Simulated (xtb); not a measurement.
C3H3, SMILES [CH][C][CH2+] (connectivity only; charge and spin as stated), charge +1, multiplicity 1. All values are semi-empirical tight-binding results from xtb (GFN2-xTB unless named), good for trends rather than for accurate numbers. Geometry: GFN2-xTB.

Optimised geometry:

Bonds (Å): C1–C2 1.336, C1–H4 1.090, C1–H5 1.090, C2–C3 1.231, C3–H6 1.066. Angles (°): C2–C1–H4 120.9, C2–C1–H5 120.9, H4–C1–H5 118.1, C1–C2–C3 180.0, C2–C3–H6 180.0.
Charge +1, spin multiplicity 1.

```
Quantity                                          Value
---------------------------------------  --------------
point group as xtb finds it                         C2v
orbital gap                                     1.55 eV
zero-point energy                         25.0 kcal/mol
G − E(el) at 298.15 K (modified RRHO)     10.5 kcal/mol
static polarisability (D4 model)             30.2 bohr³
solvation energy, GFN2-xTB/ALPB(water)   -65.4 kcal/mol
solvation energy, GFN2-xTB/ALPB(ch2cl2)  -53.4 kcal/mol
```

Computed IR lines (harmonic; lines under 4 % of the strongest left out, lines within 3 cm⁻¹ merged):
ν (cm⁻¹): 320 (m), 623 (m), 707 (w), 927 (w), 1148 (w), 1307 (w), 2100 (s), 2968 (s), 2987 (m), 3206 (vs) (against the strongest line: vs over 80 %, s over 45 %, m over 15 %, w over 4 %, vw less)

Computed atomic charges and the Wiberg bond orders between heavy atoms:
charges (e) C1 0.08, C2 0.12, C3 0.10, H4 0.23, H5 0.23, H6 0.25. Bond orders C1–C2 1.58, C1–C3 0.31, C2–C3 2.39.
